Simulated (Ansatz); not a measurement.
Li₅H₅. The state is a singlet with charge 0. Geometry r2SCAN-D4/def2-TZVP.

```xyz
10

Li    0.038   -1.684   -1.779
Li    0.132    0.249    2.636
Li    0.864   -0.098    0.039
Li    0.395    1.224   -2.085
Li   -1.521    0.240    0.447
H    -0.327    1.325   -0.550
H    -0.661   -1.278   -0.284
H     1.080   -0.369   -2.244
H    -1.509    0.414    2.176
H     1.510   -0.022    1.644
```

Another isomer (singlet) lies 0.81 eV lower at PBE0-D4/def2-TZVP; other spin states weren't run for this one.

**Question.** Estimate the orbital energies around the gap (eV) in Ansatz with LDA (SPW92)/def2-TZVP, PBE-D4/def2-TZVP, r2SCAN-D4/def2-TZVP, PBE0-D4/def2-TZVP, BHLYP-D4/def2-TZVP.

**Answer.** 
| orbital | LDA (SPW92)/def2-TZVP | PBE-D4/def2-TZVP | r2SCAN-D4/def2-TZVP | PBE0-D4/def2-TZVP | BHLYP-D4/def2-TZVP |
| --- | --- | --- | --- | --- | --- |
| HOMO−5 | -48.03 | -48.84 | -50.42 | -52.93 | -57.39 |
| HOMO−4 | -7.25 | -7.14 | -7.41 | -8.50 | -9.74 |
| HOMO−3 | -6.00 | -5.92 | -6.15 | -7.13 | -8.28 |
| HOMO−2 | -5.42 | -5.34 | -5.56 | -6.50 | -7.62 |
| HOMO−1 | -5.05 | -4.97 | -5.18 | -6.15 | -7.28 |
| HOMO | -4.67 | -4.59 | -4.80 | -5.75 | -6.88 |
| LUMO | -1.57 | -1.46 | -0.85 | -0.91 | -0.51 |
| LUMO+1 | -0.90 | -0.90 | -0.08 | -0.38 | -0.06 |
| LUMO+2 | -0.89 | -0.79 | -0.04 | -0.23 | 0.25 |
| LUMO+3 | -0.13 | -0.03 | 0.74 | 0.50 | 0.85 |
| LUMO+4 | -0.02 | 0.06 | 0.81 | 0.60 | 1.03 |
| LUMO+5 | 0.01 | 0.21 | 0.87 | 0.84 | 1.40 |
